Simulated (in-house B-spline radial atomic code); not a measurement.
Atomic self-consistent-field run: the silicon ion Si⁷⁺. Computed with an all-electron radial atomic-structure program (B-spline basis): scalar-relativistic (X2C) wB97X, spin-polarised, spherical fractional occupations, Fermi nucleus of rms radius 3.1224 fm.

Command:
```bash
python run_scf.py task.json out
```
Settings (nuclear radius in fm, mass in u):
```
Z                14
configuration    [He] 2s2 2p3
hamiltonian      x2c
method           wb97x
spin_polarised   True
nucleus          fermi
rms_radius       3.1224
atomic_mass      27.97693
speed_of_light   137.035999084
```

Output (hartree, bohr):
```
 radial grid: 63 intervals, B-splines of order 8, outer radius 5.1948 bohr

 iter        energy (Eh)    residual
    1        -260.235296    6.03e-01
    2        -263.451579    1.27e-01
    3        -263.497819    5.57e-02
    4        -263.506763    2.52e-02
    5        -263.508886    2.59e-03
    6        -263.508920    2.10e-04
    7        -263.508920    9.90e-06
    8        -263.508920    3.34e-07
    9        -263.508920    3.37e-07
   10        -263.508920    1.38e-07

 total energy                      -263.50892
 kinetic                             264.6344
 electron-nucleus                   -578.6923
 Hartree                              66.5577
 exact exchange                       -3.4698
 exchange-correlation                -12.5389

 orbital      occ     eigenvalue          <r>       <r^2>       <1/r>     <1/r^2>     <1/r^3>       r_max
 1s up      1.000       -74.4954      0.11092   0.0165709     13.7113     387.788           -     0.07241
 1s down    1.000       -74.2624     0.110378    0.016389     13.7578      389.85           -     0.07231
 2s up      1.000       -12.0525     0.512692    0.309096     2.87459     35.0425           -      0.4296
 2s down    1.000       -11.4836     0.523493    0.322526     2.79286     32.8578           -       0.435
 2p up      3.000       -10.6160     0.460671    0.259278     2.77559     10.5787     62.9633      0.3558
```

Run time, properties included: 0.3 s on 1 thread of Arm Neoverse V1, on a shared host.
